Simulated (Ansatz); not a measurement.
An input meant for FeF₃ (charge 0, sextet).

```yaml
crystal:
  periodic: [false, false, false]
  atoms:
    - {symbol: Fe, position_ang: [0.000019, 0.000027, -0.000119]}
    - {symbol: F, position_ang: [1.748877, -0.026936, 0.023907]}
    - {symbol: F, position_ang: [-0.851156, 1.528141, -0.013619]}
    - {symbol: F, position_ang: [-0.897729, -1.501232, -0.010169]}
basis:
  gaussian: {orbitals: def2-SVP}
magnetization: {spin_polarized: true, initial_magnetization: 5}
hamiltonian: {xc: {name: M06-2X}}
scf: {omitted_lower_state_checks: [starts]}
output: {forces: true}
```

```sh
$ ansatz run in.yaml --threads 2 --pin off --events-out ev --progress --plain --max-ram 4352MiB
```

Shortened log:

```
Error: YAML parse error: error: line 11 column 19: hamiltonian.xc: no functional is named "M06-2X"; the names, which are not case-sensitive, are SVWN5, SPW92, PBE, PBE0, PBEsol, revPBE, revPBE0, RPBE, rPW86-PBE, HSE06, wPBEh, LC-wPBE, HISS, HF, BLYP, B3LYP, B3LYP5, BHLYP, CAM-B3LYP, r2SCAN, r2SCANh, r2SCAN0, r2SCAN50, m-r2SCAN, B97, wB97, wB97X, wB97X-V, B97M-V, wB97M-V, B2PLYP, B2GP-PLYP, PBE0-DH, PBE-QIDH
 9 |   gaussian: {orbitals: def2-SVP}
10 | magnetization: {spin_polarized: true, initial_magnetization: 5}
11 | hamiltonian: {xc: {name: M06-2X}}
12 | scf: {omitted_lower_state_checks: [starts]}
13 | output: {forces: true}
```

Q: What is wrong with this run?

A: The method's name isn't one that the program takes here. The program refused the input.
